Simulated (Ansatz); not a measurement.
Two isomers of CH6S2Si: A = `C[SiH](S)S`, B = `CSS[SiH3]`.

Gas-phase electronic energies from Ansatz, PBE0-D4/def2-TZVP geometries. CCSD(T)/CBS is the MP2 limit (def2-TZVPP, def2-QZVPP) plus CCSD(T) − MP2 in def2-TZVPP, frozen cores. Functionals use def2-TZVPP. B3LYP here is the variant with VWN-RPA as its local correlation; programs differ in this. Each species was taken in one conformer, which may not be the lowest.

Problem. Which isomer does CCSD(T)/CBS put lower? Give the gap. (An estimate is asked.)

Solution. The calculation gave: A, by 151.0 kJ/mol.

Problem. Give E(B) − E(A) in kJ/mol with HF/def2-TZVPP, PBE-D4, B2PLYP, B3LYP-D4, PBE0-D4, ωB97M-V, MP2/def2-TZVPP. (Best estimate.)

Solution. Ansatz gave: HF/def2-TZVPP 152.3, PBE-D4 140.6, B2PLYP 148.3, B3LYP-D4 143.0, PBE0-D4 148.7, ωB97M-V 152.1, MP2/def2-TZVPP 157.9. None reverses the order clearly.

Problem. Does the order hold for the free energy at 298.15 K (harmonic terms from PBE0-D4)? (An estimate is asked.)

Solution. The calculation gave: Yes: G(B) − G(A) = +152.3 kJ/mol, for one conformer each.

Largest T1 diagnostic: 0.012.

From r2SCAN to r2SCAN0 (25 % exact exchange), in def2-TZVPP and without D4, E(B) − E(A) moves by +3.4 kJ/mol. At CCSD(T), def2-SVP lies +7.2 kJ/mol from the extrapolated value and def2-TZVPP +3.6 kJ/mol.
